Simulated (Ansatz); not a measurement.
Geometry optimisation of Be₂Se₂⁺.

```yaml
crystal:
  periodic: [false, false, false]
  atoms:
    - {symbol: Be, position_ang: [-0.728297, -0.341564, 0.597243]}
    - {symbol: Be, position_ang: [0.728297, 0.341564, -0.597243]}
    - {symbol: Se, position_ang: [-0.459657, 1.692800, 0.407592]}
    - {symbol: Se, position_ang: [0.459657, -1.692800, -0.407593]}
basis:
  gaussian: {orbitals: def2-TZVP}
total_charge: 1
magnetization: {spin_polarized: true, initial_magnetization: 1}
hamiltonian: {xc: r2scan, dispersion: d4}
scf: {lower_state_search: "off"}
output: {orbitals: {seedname: orbitals}}
relax: {f_tol: 0.02, max_steps: 100}
```

```sh
$ ansatz run in.yaml --threads 4 --pin off --events-out ev --progress --plain --max-ram 3916MiB
```

Output, abridged:

```
Functional definition: r2SCAN
  name "r2SCAN"
  cite "Furness, Kaplan, Ning, Perdew & Sun, J. Phys. Chem. Lett. 11, 8208 (2020) doi:10.1021/acs.jpclett.0c02405"
  cite "Furness, Kaplan, Ning, Perdew & Sun, J. Phys. Chem. Lett. 11, 9248 (2020) doi:10.1021/acs.jpclett.0c03077"
  parent r2scan
  parameter k0 = 0.174
  parameter k1 = 0.065
  parameter a1 = 4.9479
  exchange = r2scan_x(k0 = k0, k1 = k1, a1 = a1)
  correlation = r2scan_c
these checks for a lower state are left out or cut short: stability, starts, cluster_reference, orbital_swaps, neighbouring_geometries, increment
mean field -131495.66509550 eV, -4832.3765612966 hartree, gradient 2.2e-6 eV, S^2 0.769508; 0 other end points of the search recorded, 0 dependent functions left out
the calculation of the forces begins
relax step   1: F+E_penalty+E_count = -131495.68786340 eV  Δ(F+E_penalty+E_count) = +0.000e0 eV  max|allowed force component| = 5.709e-1 eV/Å  Δτ_max = 0.0000 Å  (17 SCF iters, accepted)
these checks for a lower state are left out or cut short: stability, starts, cluster_reference, orbital_swaps, neighbouring_geometries, increment
mean field -131495.69866144 eV, -4832.3777948222 hartree, gradient 2.0e-6 eV, S^2 0.768690; 0 other end points of the search recorded, 0 dependent functions left out
the calculation of the forces begins
relax step   2: F+E_penalty+E_count = -131495.72142675 eV  Δ(F+E_penalty+E_count) = -3.356e-2 eV  max|allowed force component| = 1.653e-1 eV/Å  Δτ_max = 0.0374 Å  (22 SCF iters, accepted)
these checks for a lower state are left out or cut short: stability, starts, cluster_reference, orbital_swaps, neighbouring_geometries, increment
mean field -131495.70192823 eV, -4832.3779148743 hartree, gradient 2.3e-6 eV, S^2 0.768855; 0 other end points of the search recorded, 0 dependent functions left out
the calculation of the forces begins
relax step   3: F+E_penalty+E_count = -131495.72467333 eV  Δ(F+E_penalty+E_count) = -3.247e-3 eV  max|allowed force component| = 7.959e-2 eV/Å  Δτ_max = 0.0137 Å  (23 SCF iters, accepted)
these checks for a lower state are left out or cut short: stability, starts, cluster_reference, orbital_swaps, neighbouring_geometries, increment
mean field -131495.70229818 eV, -4832.3779284699 hartree, gradient 2.8e-6 eV, S^2 0.768719; 0 other end points of the search recorded, 0 dependent functions left out
the calculation of the forces begins
relax step   4: F+E_penalty+E_count = -131495.72504980 eV  Δ(F+E_penalty+E_count) = -3.765e-4 eV  max|allowed force component| = 3.163e-3 eV/Å  Δτ_max = 0.0044 Å  (24 SCF iters, accepted)
Total energy: -131495.72506430 eV, -4832.3787651092 hartree
Atom 0 at    -0.765127    -0.358837     0.627446 Å, force     0.000902     0.000423    -0.000740 eV/Å
Atom 1 at     0.765127     0.358837    -0.627446 Å, force    -0.000902    -0.000423     0.000740 eV/Å
Atom 2 at    -0.456858     1.682491     0.405110 Å, force    -0.000859     0.003163     0.000762 eV/Å
Atom 3 at     0.456858    -1.682491    -0.405111 Å, force     0.000859    -0.003163    -0.000762 eV/Å
Dipole moment:    -0.000000     0.000000     0.000000 e Å
Checks for a lower state left out: stability, starts, cluster_reference, orbital_swaps, neighbouring_geometries, increment
```

Run time 10 s (4 threads of Arm Neoverse V2 on a shared host).

The relaxation made no stability test and no search for a lower SCF solution. The structure comes from a short search, and lower isomers may exist.
